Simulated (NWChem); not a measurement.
All runs are NWChem calculations. System: CHF, charge 0, spin multiplicity 1, at a geometry optimised with B3LYP/def2-SVP. The structure started from a generated list of species. Level: CR-EOMCCSD(T)/aug-cc-pVDZ, 2 core orbitals frozen.

The NWChem input:

```
start mol
memory heap 100 mb stack 700 mb global 1900 mb
geometry units angstroms nocenter noautoz
  C      0.560614    -0.452685     0.000000
  F     -0.526559     0.264219     0.000000
  H      1.375343     0.338134     0.000000
  symmetry group Cs
end
basis spherical
  * library aug-cc-pvdz
end
scf
  rhf
  nopen 0
  maxiter 100
  thresh 1e-7
  semidirect memsize 60000000 filesize 0
end
tce
  freeze core 2
  creomsd(t)
  nroots 2
  2eorb
  2emet 13
  thresh 1e-5
  maxiter 200
  tilesize 24
end
task tce energy
```

NWChem printed:

```
             Northwest Computational Chemistry Package (NWChem) 7.3.0
             --------------------------------------------------------

                                NWChem Input Module
                                -------------------

 Scaling coordinates for geometry "geometry" by  1.889725989
 (inverse scale =  0.529177249)

 Turning off AUTOSYM since
 SYMMETRY directive was detected!

                             Geometry "geometry" -> ""
                             -------------------------

 Output coordinates in angstroms (scale by  1.889725989 to convert to a.u.)

  No.       Tag          Charge          X              Y              Z
 ---- ---------------- ---------- -------------- -------------- --------------
    1 C                    6.0000     0.56061400    -0.45268500     0.00000000
    2 F                    9.0000    -0.52655900     0.26421900     0.00000000
    3 H                    1.0000     1.37534300     0.33813400     0.00000000

 Effective nuclear repulsion energy (a.u.)      27.2415741339

            Nuclear Dipole moment (a.u.)
            ----------------------------
        X                 Y               Z
 ---------------- ---------------- ----------------
    -0.0000075589    -0.0000094486     0.0000000000

      Symmetry information
      --------------------

 Group name             Cs
 Group number              2
 Group order               2
 No. of unique centers     3

      Symmetry unique atoms

     1    2    3


 Summary of "ao basis" -> "" (spherical)
 ------------------------------------------------------------------------------
       Tag                 Description            Shells   Functions and Types
 ---------------- ------------------------------  ------  ---------------------
 *                        aug-cc-pvdz                 on all atoms

 Summary of "ao basis" -> "ao basis" (spherical)
 ------------------------------------------------------------------------------
       Tag                 Description            Shells   Functions and Types
 ---------------- ------------------------------  ------  ---------------------
 C                        aug-cc-pvdz                9       23   4s3p2d
 F                        aug-cc-pvdz                9       23   4s3p2d
 H                        aug-cc-pvdz                5        9   3s2p

                                 NWChem SCF Module
                                 -----------------

  ao basis        = "ao basis"
  functions       =    55
  atoms           =     3
  closed shells   =     8
  open shells     =     0
  charge          =   0.00
  wavefunction    = RHF
  use symmetry    = T
  symmetry adapt  = T

 Summary of "ao basis" -> "ao basis" (spherical)
 ------------------------------------------------------------------------------
       Tag                 Description            Shells   Functions and Types
 ---------------- ------------------------------  ------  ---------------------
 C                        aug-cc-pvdz                9       23   4s3p2d
 F                        aug-cc-pvdz                9       23   4s3p2d
 H                        aug-cc-pvdz                5        9   3s2p

      Symmetry analysis of basis
      --------------------------

        a'         39
        a"         16

 Forming initial guess at       0.0s

      Superposition of Atomic Density Guess
      -------------------------------------

 Sum of atomic energies:        -137.55494107

      Non-variational initial energy
      ------------------------------

 Total energy =    -137.847963
 1-e energy   =    -243.815363
 2-e energy   =      78.725826
 HOMO         =      -0.221867
 LUMO         =      -0.067699

      Symmetry analysis of molecular orbitals - initial
      -------------------------------------------------

  Numbering of irreducible representations:

     1 a'          2 a"

  Orbital symmetries:

     1 a'          2 a'          3 a'          4 a'          5 a'
     6 a"          7 a'          8 a'          9 a"         10 a'
    11 a'         12 a'         13 a"         14 a'         15 a'
    16 a'         17 a'         18 a"

 Starting SCF solution at       0.1s

 ----------------------------------------------
         Quadratically convergent ROHF

 Convergence threshold     :          1.000E-07
 Maximum no. of iterations :          100
 Final Fock-matrix accuracy:          1.000E-09
 ----------------------------------------------

              iter       energy          gnorm     gmax       time
             ----- ------------------- --------- --------- --------
                 1     -137.7388003342  7.37D-01  1.66D-01      0.1
                 2     -137.7712874014  2.15D-01  5.68D-02      0.2
                 3     -137.7754168219  1.75D-02  4.33D-03      0.2
                 4     -137.7754739413  2.04D-04  6.81D-05      0.2
                 5     -137.7754739470  1.58D-08  4.04D-09      0.2

       Final RHF  results
       ------------------

         Total SCF energy =   -137.775473946997
      One-electron energy =   -244.137062569113
      Two-electron energy =     79.120014488245
 Nuclear repulsion energy =     27.241574133872

        Time for solution =      0.1s

       Symmetry analysis of molecular orbitals - final
       -----------------------------------------------

  Numbering of irreducible representations:

     1 a'          2 a"

  Orbital symmetries:

     1 a'          2 a'          3 a'          4 a'          5 a'
     6 a"          7 a'          8 a'          9 a'         10 a"
    11 a'         12 a'         13 a"         14 a'         15 a'
[...]
   0.0168169844070   0.2768943639562    7.53468     0.2     0.2

 Iteration  10 using   20 trial vectors
   0.0016599818396   0.2494005612927    6.78654
   0.0109647168129   0.2768277127352    7.53287     0.2     0.2

 Iteration  11 using   22 trial vectors
   0.0009095278386   0.2493990229159    6.78650
   0.0059252392100   0.2768279309920    7.53287     0.2     0.2

 Iteration  12 using   24 trial vectors
   0.0005216374809   0.2494006754403    6.78654
   0.0032341003395   0.2767798008902    7.53156     0.2     0.2

 Iteration  13 using   26 trial vectors
   0.0002706576224   0.2494025998632    6.78659
   0.0019160675054   0.2767804610528    7.53158     0.2     0.2

 Iteration  14 using   28 trial vectors
   0.0001384778548   0.2494015359497    6.78656
   0.0012958191440   0.2767663175844    7.53120     0.2     0.2

 Iteration  15 using   30 trial vectors
   0.0000599530770   0.2494013774519    6.78656
   0.0007477036220   0.2767539514772    7.53086     0.2     0.2

 Iteration  16 using   32 trial vectors
   0.0000247024441   0.2494011100467    6.78655
   0.0003770915009   0.2767530952485    7.53084     0.2     0.2

 Iteration  17 using   34 trial vectors
   0.0000106468879   0.2494011587505    6.78655
   0.0001935052780   0.2767536493438    7.53085     0.2     0.2

 Iteration  18 using   36 trial vectors
   0.0000050424989   0.2494010948093    6.78655
   0.0000973845270   0.2767534928984    7.53085     0.2     0.2

 Iteration  19 using   37 trial vectors
   0.0000048261804   0.2494010881376    6.78655
   0.0000467450129   0.2767539206726    7.53086     0.1     0.1

 Iteration  20 using   38 trial vectors
   0.0000048058351   0.2494010883828    6.78655
   0.0000200421358   0.2767539908566    7.53086     0.1     0.1

 Iteration  21 using   39 trial vectors
   0.0000048130148   0.2494010879003    6.78655
   0.0000080064867   0.2767538307748    7.53086     0.1     0.1
 --------------------------------------------------------------
 Iterations converged
 ------------------

 Excited state root  1
 Excitation energy / hartree =        0.249401087900304
                   / eV      =        6.786551790626090
 largest EOMCCSD amplitudes: R1 and R2

 Singles contributions
     9a'  (alpha) ---     8a'  (alpha)        0.8151770945
    11a'  (alpha) ---     8a'  (alpha)       -0.2265520071
    14a'  (alpha) ---     8a'  (alpha)        0.3366495380
    15a'  (alpha) ---     8a'  (alpha)        0.1164552222
    18a'  (alpha) ---     8a'  (alpha)        0.1061499456

 Doubles contributions
 ------------------

 Excited state root  2
 Excitation energy / hartree =        0.276753830774767
                   / eV      =        7.530858111404553
 largest EOMCCSD amplitudes: R1 and R2

 Singles contributions
     9a'  (alpha) ---     8a'  (alpha)       -0.2111172402
    11a'  (alpha) ---     8a'  (alpha)       -0.8076031299
    14a'  (alpha) ---     8a'  (alpha)       -0.1117541362
    16a'  (alpha) ---     8a'  (alpha)       -0.1208653481
    19a'  (alpha) ---     8a'  (alpha)        0.2913649694

 Doubles contributions
    10a"  (alpha)    10a"  (beta ) ---     8a'  (alpha)     8a'  (beta )        0.1555912507
    10a"  (alpha)    13a"  (beta ) ---     8a'  (alpha)     8a'  (beta )       -0.1056807413
    13a"  (alpha)    10a"  (beta ) ---     8a'  (alpha)     8a'  (beta )       -0.1056807413
======= CR-EOMCCSD(T) calculation ======
corresponding R0 value =    -0.008129

CR-EOMCCSD(T) Intermediates cpu wall time             0.3            0.3
 cr_N i1_1 nr of boxes                    33
 cr_N i1_2 nr of boxes                    72
 creom_N i2_1 nr of boxes                    33
 creom_N i2_2 nr of boxes                    72
 creom_N i2_3 nr of boxes                    33
 creom_N i2_4 nr of boxes                    72

CR-EOMCCSD(T) triples loop cpu wall             2.4            2.4

 CR-EOMCCSD(T)  total energy / hartree       =      -137.868741385965109
 CR-EOMCCSD(T)  excitation energy (eV)       =      6.68946

======= CR-EOMCCSD(T) calculation ======
corresponding R0 value =     0.043379

CR-EOMCCSD(T) Intermediates cpu wall time             0.3            0.3
 cr_N i1_1 nr of boxes                    33
 cr_N i1_2 nr of boxes                    72
 creom_N i2_1 nr of boxes                    33
 creom_N i2_2 nr of boxes                    72
 creom_N i2_3 nr of boxes                    33
 creom_N i2_4 nr of boxes                    72

CR-EOMCCSD(T) triples loop cpu wall             2.5            2.5

 CR-EOMCCSD(T)  total energy / hartree       =      -137.843858858009810
 CR-EOMCCSD(T)  excitation energy (eV)       =      7.36655

 =========================================
 Excited-state calculation ( a"  symmetry)
 =========================================
 Dim. of EOMCC iter. space      500

 EOMCCSD SOLVER TYPE  1
  maxdiff =   0.55200897760618994

 No. of initial right vectors    2

 EOM-CCSD right-hand side iterations
 --------------------------------------------------------------
      Residuum       Omega / hartree  Omega / eV    Cpu    Wall
 --------------------------------------------------------------

 Iteration   1 using    2 trial vectors
   0.6219228275228   0.1935306807860    5.26624
   0.4942800928707   0.4005789906440   10.90031     0.2     0.2

 Iteration   2 using    4 trial vectors
   0.1448567450285   0.1013576634022    2.75808
   0.1289319544716   0.3202746486902    8.71512     0.2     0.2

 Iteration   3 using    6 trial vectors
   0.0602201791401   0.0953040078837    2.59336
   0.0585338126938   0.3139187095542    8.54217     0.2     0.2

 Iteration   4 using    8 trial vectors
   0.0221366325005   0.0937831774223    2.55197
   0.0340965878799   0.3105723296012    8.45111     0.2     0.2

 Iteration   5 using   10 trial vectors
   0.0112021294485   0.0933494369914    2.54017
   0.0192945860481   0.3094753574571    8.42126     0.2     0.2

 Iteration   6 using   12 trial vectors
   0.0050325689651   0.0932655948333    2.53789
   0.0157164582329   0.3091864883088    8.41340     0.2     0.2

 Iteration   7 using   14 trial vectors
   0.0018699256573   0.0932686197947    2.53797
   0.0137025907135   0.3090774505624    8.41043     0.2     0.2

 Iteration   8 using   16 trial vectors
   0.0006833623441   0.0932614548123    2.53777
   0.0118181140558   0.3089301842937    8.40642     0.2     0.2

 Iteration   9 using   18 trial vectors
   0.0002446491210   0.0932613098747    2.53777
   0.0119249937536   0.3087060867853    8.40032     0.2     0.2

 Iteration  10 using   20 trial vectors
   0.0000972082222   0.0932617066911    2.53778
   0.0086871470001   0.3085625485132    8.39642     0.2     0.2

 Iteration  11 using   22 trial vectors
   0.0000332169497   0.0932619804206    2.53779
   0.0048363900689   0.3085393782064    8.39579     0.2     0.2

 Iteration  12 using   24 trial vectors
   0.0000116150516   0.0932619696767    2.53779
   0.0025809159120   0.3085323291492    8.39560     0.2     0.2

 Iteration  13 using   26 trial vectors
   0.0000044981931   0.0932619648390    2.53779
   0.0013253024213   0.3085260503376    8.39542     0.2     0.2

 Iteration  14 using   27 trial vectors
   0.0000043572916   0.0932619603293    2.53779
   0.0006334637420   0.3085200267311    8.39526     0.1     0.1

 Iteration  15 using   28 trial vectors
   0.0000042952072   0.0932619578344    2.53779
   0.0003198236726   0.3085185803476    8.39522     0.1     0.1

 Iteration  16 using   29 trial vectors
   0.0000041569322   0.0932619551684    2.53779
   0.0001705206145   0.3085181339968    8.39521     0.1     0.1

 Iteration  17 using   30 trial vectors
   0.0000041072727   0.0932619538906    2.53779
   0.0000934975417   0.3085181161344    8.39521     0.1     0.1

 Iteration  18 using   31 trial vectors
   0.0000040603551   0.0932619529632    2.53779
   0.0000514697697   0.3085182076299    8.39521     0.1     0.1

 Iteration  19 using   32 trial vectors
   0.0000040021094   0.0932619534392    2.53779
   0.0000260404373   0.3085181684657    8.39521     0.1     0.1

 Iteration  20 using   33 trial vectors
   0.0000039672970   0.0932619539977    2.53779
   0.0000122932333   0.3085181866989    8.39521     0.1     0.1

 Iteration  21 using   34 trial vectors
   0.0000039717925   0.0932619543660    2.53779
   0.0000058389355   0.3085182144287    8.39521     0.1     0.1
 --------------------------------------------------------------
 Iterations converged
 ------------------

 Excited state root  1
 Excitation energy / hartree =        0.093261954366022
                   / eV      =        2.537787981313961
 largest EOMCCSD amplitudes: R1 and R2

 Singles contributions
    10a"  (alpha) ---     8a'  (alpha)       -0.8047106520
    13a"  (alpha) ---     8a'  (alpha)        0.4915544293

 Doubles contributions
 ------------------

 Excited state root  2
 Excitation energy / hartree =        0.308518214428692
                   / eV      =        8.395211336883870
 largest EOMCCSD amplitudes: R1 and R2

 Singles contributions
    10a"  (alpha) ---     7a'  (alpha)       -0.1996432284
    10a"  (alpha) ---     8a'  (alpha)       -0.4833825751
    13a"  (alpha) ---     7a'  (alpha)        0.1259795500
    13a"  (alpha) ---     8a'  (alpha)       -0.7363136037

 Doubles contributions
======= CR-EOMCCSD(T) calculation ======
corresponding R0 value =     0.000000

CR-EOMCCSD(T) Intermediates cpu wall time             0.2            0.2
 creom_N i2_1 nr of boxes                    33
 creom_N i2_2 nr of boxes                    72
 creom_N i2_3 nr of boxes                    33
 creom_N i2_4 nr of boxes                    72

CR-EOMCCSD(T) triples loop cpu wall             1.2            1.2

 CR-EOMCCSD(T)  total energy / hartree       =      -138.025207112216833
 CR-EOMCCSD(T)  excitation energy (eV)       =      2.43181

======= CR-EOMCCSD(T) calculation ======
corresponding R0 value =     0.000000

CR-EOMCCSD(T) Intermediates cpu wall time             0.2            0.2
 creom_N i2_1 nr of boxes                    33
 creom_N i2_2 nr of boxes                    72
 creom_N i2_3 nr of boxes                    33
 creom_N i2_4 nr of boxes                    72

CR-EOMCCSD(T) triples loop cpu wall             1.2            1.2

 CR-EOMCCSD(T)  total energy / hartree       =      -137.809829831301016
 CR-EOMCCSD(T)  excitation energy (eV)       =      8.29252

 Task  times  cpu:       17.5s     wall:       17.5s

 Total times  cpu:       17.6s     wall:       17.6s
```
